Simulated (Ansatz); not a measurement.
Species: 3-methylselanylprop-1-ene, C$_{4}$H$_{8}$Se, charge 0, multiplicity 1. SMILES: C=CC[Se]C
Geometry from a B3LYP-D3(BJ)/def2-TZVP (Ansatz, an electronic-structure program) optimisation:
```
C
H 1 1.0884
H 1 1.0901 2 109.58
C 1 1.4861 2 111.86 3 124.17
C 4 1.3280 1 124.33 2 11.50
H 5 1.0820 4 121.56 1 179.31
H 5 1.0841 6 116.98 4 -179.98
H 4 1.0857 5 119.70 6 0.97
Se 1 1.9885 2 108.48 3 -115.04
C 9 1.9630 1 96.97 2 75.13
H 10 1.0877 9 110.31 1 -60.99
H 10 1.0879 11 110.54 9 -122.15
H 10 1.0880 11 109.44 12 -120.67
```

Quantity: vertical ionisation energy (to the doublet state of charge +1; each state is the SCF solution reached for its spin), in eV. Correlated levels leave the core frozen unless marked. UHF or UKS for open shells. Spin-orbit coupling is left out. The frozen core is the preceding noble-gas configuration, with the filled d and f shells of earlier blocks. Non-relativistic. CBS(X,Y): correlation extrapolated as X^-3; Hartree-Fock from the larger set. [CCSD(T)-MP2]/basis is that difference in the basis named.

```tsv
level	program	vertical ionisation energy (eV)
HF/aug-cc-pVTZ	Ansatz	7.18
PBE/def2-TZVPD	Ansatz	8.05
```

Estimate the value at RI-MP2/CBS(aug-cc-pVTZ,aug-cc-pVQZ)+[CCSD(T)-MP2]/aug-cc-pVTZ as computed with Ansatz.

8.38 eV, so PBE/def2-TZVPD differs from it by -0.33 eV.
